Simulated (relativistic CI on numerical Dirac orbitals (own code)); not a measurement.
Radial Dirac CI calculation of Co⁺.

Command:

```sh
python run_levels.py task.json out
```

Input:

```
atom Co  Z=27  charge=1  electrons=26
nucleus A=59  rms_radius_fm=3.7875
hamiltonian dirac-coulomb  breit=on  qed=on  c_scale=1
orbitals kli  potential=per-configuration
slater_scale 1
correlation none
mixing on
grid step=0.0125 r_max=74.5
scf mixing=0.4 start=green max_iterations=150 tolerance=2e-08 node_fill=0.05
configurations
  [Ar] 3d8
  [Ar] 3d7 4s
  [Ar] 3d7 4p
  [Ar] 3d6 4s2
  [Ar] 3d7 4d
end
```

Output:

```
SCF 1: [Ar] 3d8
 iter      energy (Ha)   residual   last orbital (Ha)
    1     -1385.826016   1.39e+00     -2.06159
    2     -1391.589393   2.89e-01     -0.87326
    3     -1391.714236   1.03e-01     -0.72606
    4     -1391.736266   7.22e-02     -0.75314
    5     -1391.747739   1.42e-02     -0.71557
    6     -1391.747336   3.37e-03     -0.70359
    7     -1391.747440   1.91e-03     -0.70463
    8     -1391.747583   3.43e-04     -0.70620
    9     -1391.747559   8.97e-05     -0.70589
   10     -1391.747564   2.29e-07     -0.70596
   11     -1391.747564   2.32e-07     -0.70596
   12     -1391.747564   1.16e-08     -0.70596
SCF 2: [Ar] 3d7 4s
 iter      energy (Ha)   residual   last orbital (Ha)
    1     -1387.315465   1.26e+00     -0.90153
    2     -1391.536210   3.08e-01     -0.66867
    3     -1391.690960   9.78e-02     -0.60358
    4     -1391.719979   7.03e-02     -0.58411
    5     -1391.726123   2.01e-02     -0.57475
    6     -1391.725538   6.93e-04     -0.56970
    7     -1391.725536   9.59e-04     -0.56941
    8     -1391.725616   1.68e-04     -0.56960
    9     -1391.725607   6.31e-06     -0.56956
   10     -1391.725606   1.99e-07     -0.56956
   11     -1391.725606   7.95e-08     -0.56956
   12     -1391.725606   2.48e-08     -0.56956
   13     -1391.725606   7.25e-10     -0.56956
SCF 3: [Ar] 3d7 4p
 iter      energy (Ha)   residual   last orbital (Ha)
    1     -1387.202698   1.26e+00     -0.60486
    2     -1391.358266   3.07e-01     -0.44813
    3     -1391.516050   9.94e-02     -0.40848
    4     -1391.544941   6.17e-02     -0.39544
    5     -1391.549646   1.74e-02     -0.39044
    6     -1391.548855   5.89e-03     -0.38668
    7     -1391.549341   1.07e-03     -0.38736
    8     -1391.549299   3.27e-04     -0.38725
    9     -1391.549282   1.57e-05     -0.38722
   10     -1391.549282   8.64e-06     -0.38721
   11     -1391.549282   1.94e-07     -0.38721
   12     -1391.549282   1.61e-08     -0.38721
SCF 4: [Ar] 3d6 4s2
 iter      energy (Ha)   residual   last orbital (Ha)
    1     -1388.320559   1.12e+00     -0.90153
    2     -1391.303253   3.20e-01     -0.70130
    3     -1391.495713   9.18e-02     -0.63922
    4     -1391.524009   4.83e-02     -0.62884
    5     -1391.526126   1.43e-02     -0.62316
    6     -1391.525496   2.64e-03     -0.61948
    7     -1391.525667   2.12e-04     -0.61991
    8     -1391.525681   7.90e-05     -0.62002
    9     -1391.525678   1.94e-06     -0.62000
   10     -1391.525678   1.12e-06     -0.62000
   11     -1391.525678   1.16e-08     -0.62000
SCF 5: [Ar] 3d7 4d
 iter      energy (Ha)   residual   last orbital (Ha)
    1     -1387.226894   1.23e+00     -0.25926
    2     -1391.172757   3.08e-01     -0.22091
    3     -1391.342703   9.93e-02     -0.21129
    4     -1391.368770   4.88e-02     -0.20820
    5     -1391.371871   8.32e-03     -0.20712
    6     -1391.371439   3.21e-03     -0.20652
    7     -1391.371656   5.18e-04     -0.20655
    8     -1391.371620   1.69e-04     -0.20654
    9     -1391.371631   1.32e-05     -0.20654
   10     -1391.371631   5.85e-06     -0.20654
   11     -1391.371631   5.54e-08     -0.20654
   12     -1391.371631   6.17e-09     -0.20654
orbital energies (Ha): 2s -33.3262  2p1/2 -28.9516  2p3/2 -28.4073  3s -4.1537  3p1/2 -2.8504  3p3/2 -2.7850  3d3/2 -0.7124  3d5/2 -0.7060
configuration averages (Ha): Dirac-Coulomb, Breit, QED
  3d8                          -1391.747564    0.530813    0.356023
  3d7 4s                       -1391.725606    0.531305    0.356264
  3d7 4p                       -1391.549282    0.531221    0.356078
  3d6 4s2                      -1391.525678    0.531888    0.356569
  3d7 4d                       -1391.371631    0.531059    0.356073
levels: no., configuration, term, J, E (cm-1), weight
   1 3d7 4s                 5F   5                0.0  1.00
   2 3d7 4s                 5F   4              662.1  1.00
   3 3d7 4s                 5F   3             1180.3  1.00
   4 3d7 4s                 5F   2             1560.9  1.00
   5 3d7 4s                 5F   1             1810.7  1.00
   6 3d7 4s                 3F   4             9387.7  1.00
   7 3d7 4s                 3F   3            10258.3  1.00
   8 3d8                    3F   4            10407.6  0.99
   9 3d7 4s                 3F   2            10869.4  1.00
  10 3d8                    3F   3            11296.7  0.99
  11 3d8                    3F   2            11916.5  0.99
  12 3d7 4s                 5P   3            18679.8  1.00
  13 3d7 4s                 5P   2            18932.8  0.98
  14 3d7 4s                 5P   1            19221.1  0.99
lowest total energy -1390.961950 Ha
end: converged
```

With so few configurations and no correlation the model can put configurations in the wrong order; the tabulated ground configuration is [Ar] 3d8. Terms and fine structure of an open d or f shell near neutrality can be off by tens of per cent either way.

Run time about 0.32 s of CPU on one thread of Neoverse-V1 (shared host).
